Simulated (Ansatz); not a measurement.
`[SiH3][SiH2][GeH3]` + `BNC=C=C` → `B[NH][GeH3]` + `C=C=C[SiH2][SiH3]`  (redistribution)

Calculated with Ansatz (gas phase, PBE0-D4/def2-TZVP geometries, no zero-point term in ΔE). CCSD(T)/CBS adds triple-zeta CCSD(T) − MP2 to the extrapolated MP2 energy (def2 sets, frozen cores). Functionals use def2-TZVPP. B3LYP here is the variant with VWN-RPA as its local correlation; programs differ in this. For Ge outer-core shells are correlated without core-valence functions, which leaves a few kJ/mol of doubt a bond. Scalar relativity is left out up to krypton. Each species was taken in one conformer, which may not be the lowest.

(1) Is it downhill or uphill in electronic energy at CCSD(T)/CBS, and by how much? (Estimate.)

(2) What do these levels give: r2SCAN-D4, PBE0-D4, B2PLYP, B3LYP, HF/def2-TZVPP, MP2/def2-TZVPP, CCSD/def2-TZVPP, CCSD(T)/def2-TZVPP, MP2/def2-QZVPP, SCS-MP2/def2-QZVPP, HF/CBS(def2), CCSD/CBS(def2)? (An estimate is asked.)

Largest T1 diagnostic among the species: 0.014.

## Answers

(1) Ansatz gave: Downhill: ΔE = -41.4 kJ/mol.

(2) Computed: r2SCAN-D4 -31.9, PBE0-D4 -25.1, B2PLYP -41.2, B3LYP -32.4, HF/def2-TZVPP -53.9, MP2/def2-TZVPP -51.8, CCSD/def2-TZVPP -44.5, CCSD(T)/def2-TZVPP -43.4, MP2/def2-QZVPP -51.1, SCS-MP2/def2-QZVPP -52.7, HF/CBS(def2) -54.9, CCSD/CBS(def2) -42.6 kJ/mol.

From PBE to PBE0 (25 % exact exchange), in def2-TZVPP and without D4, ΔE moves by −6.0 kJ/mol.
